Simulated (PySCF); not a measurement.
**Electron correlation in O (oxygen, neutral)**

[He] 2s2 2p4, high-spin 3P determinant. Calculation: PySCF 2.14, in def2-QZVPPD (8s5p4d2f1g, 66 functions); no relativity, point nucleus. Frozen: 1s2; 6 electrons correlated.

| level | correlation energy (mhartree) |
| --- | --- |
| CCSD | -171.93 |
| (T) | -3.75 |
| CCSD(T) | -175.68 |

Diagnostics: T1 = 0.0073, D1 = 0.0117, largest double amplitude 0.027.

Cost of the coupled-cluster step: roughly 6 core-seconds, for 6 correlated electrons.

Iterations:

```
CC2 = 0
CCSD nocc = (np.int64(4), np.int64(2)), nmo = (65, 65)
frozen orbitals [[0], [0]]
max_cycle = 100
direct = 0
conv_tol = 1e-08
conv_tol_normt = 1e-06
diis_space = 8
diis_start_cycle = 0
Init t2, MP2 energy = -0.156876942552291
Init E_corr(UCCSD) = -0.156876942559923
cycle = 1  E_corr(UCCSD) = -0.168257650228334  dE = -0.0113807077  norm(t1,t2) = 0.0280029
cycle = 2  E_corr(UCCSD) = -0.170749571891268  dE = -0.00249192166  norm(t1,t2) = 0.0101012
cycle = 3  E_corr(UCCSD) = -0.171920142144311  dE = -0.00117057025  norm(t1,t2) = 0.0051108
cycle = 4  E_corr(UCCSD) = -0.171941277718576  dE = -2.11355743e-05  norm(t1,t2) = 0.00164583
cycle = 5  E_corr(UCCSD) = -0.171908541294418  dE = 3.27364242e-05  norm(t1,t2) = 0.000851638
cycle = 6  E_corr(UCCSD) = -0.171926586908361  dE = -1.80456139e-05  norm(t1,t2) = 0.000243863
cycle = 7  E_corr(UCCSD) = -0.171929111026754  dE = -2.52411839e-06  norm(t1,t2) = 7.84292e-05
cycle = 8  E_corr(UCCSD) = -0.171927664270374  dE = 1.44675638e-06  norm(t1,t2) = 2.81295e-05
cycle = 9  E_corr(UCCSD) = -0.171927433386058  dE = 2.30884316e-07  norm(t1,t2) = 8.5913e-06
cycle = 10  E_corr(UCCSD) = -0.171927514111157  dE = -8.07250997e-08  norm(t1,t2) = 2.44703e-06
cycle = 11  E_corr(UCCSD) = -0.171927517413898  dE = -3.30274036e-09  norm(t1,t2) = 6.97852e-07
UCCSD converged
E(UCCSD) = -74.99062730348244  E_corr = -0.1719275174138977
UCCSD(T) correction = -0.00375118104314503
```
